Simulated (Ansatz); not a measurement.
CH7NSi2 (`C1N[SiH2][SiH2]1`), relaxed with RKS PBE0-D4/def2-TZVP in Ansatz 0.2.0 from a PBE-D4/def2-SVP geometry. The force threshold is 0.005 eV/Å; the program also tests the step.

Total charge 0; spin multiplicity 1.

Start:

```xyz
11

C     1.161    0.426   -0.010
N     0.174    0.475   -1.098
Si   -1.347   -0.241   -0.585
Si    0.048   -0.503    1.283
H     2.086   -0.143   -0.269
H     1.484    1.431    0.353
H     0.436    0.921   -1.980
H    -2.537    0.692   -0.517
H    -1.812   -1.443   -1.376
H     0.537   -1.879    1.652
H    -0.229    0.266    2.547
```

(1) By how much does the energy fall, and how many steps does the optimiser take? (An estimate is asked.)

(2) Which bonds change most? (Best estimate.)

(3) Give the relaxed structure. (Best estimate.)

## Answers

(1) Computed: 1.15 kcal/mol, in 8 steps.

(2) Ansatz gave: N2–Si3 from 1.757 to 1.728 Å; C1–Si4 from 1.943 to 1.920 Å; Si3–H8 from 1.514 to 1.494 Å; C1–H6 from 1.116 to 1.097 Å.

(3) The calculation gave: 
```xyz
11

C     1.151    0.412   -0.005
N     0.154    0.490   -1.077
Si   -1.331   -0.240   -0.579
Si    0.049   -0.498    1.276
H     2.041   -0.164   -0.288
H     1.485    1.396    0.343
H     0.416    0.934   -1.942
H    -2.513    0.671   -0.529
H    -1.766   -1.425   -1.377
H     0.535   -1.851    1.659
H    -0.221    0.275    2.518
```
